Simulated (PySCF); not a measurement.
# Molecular orbitals of Be₂

r²SCAN at R = 2.396 Å; PySCF, no relativity, basis sets Be STO-3G. State: ¹Σg⁺ (singlet), closed shell. Only the outer orbitals are listed.

| orbital | occ. | ε (eV) | main shells (%) |
| --- | --- | --- | --- |
| σg | 2 | -5.74 | 88 s, 12 p |
| σu | 2 | -2.55 | 83 s, 17 p |
| σg | 0 | -0.44 | 88 p, 12 s |
| πu | 0 | -0.28 | 100 p |
| πu | 0 | -0.28 | 100 p |

**Question.** Which are the highest filled and the lowest empty level, where do they sit, and how wide is the gap?

**Answer.** Highest filled σu at -2.55 eV (in %: 83 s, 17 p); lowest empty σg at -0.44 eV (in %: 88 p, 12 s); the gap at r²SCAN is 2.11 eV.

* bond order (Mayer): 1.00
* ⟨S²⟩: 0.000

Closed-shell solutions of metal pairs were not tested for spin polarisation, which can lower them a little. STO-3G is very small, so such numbers show the basis as much as the molecule.
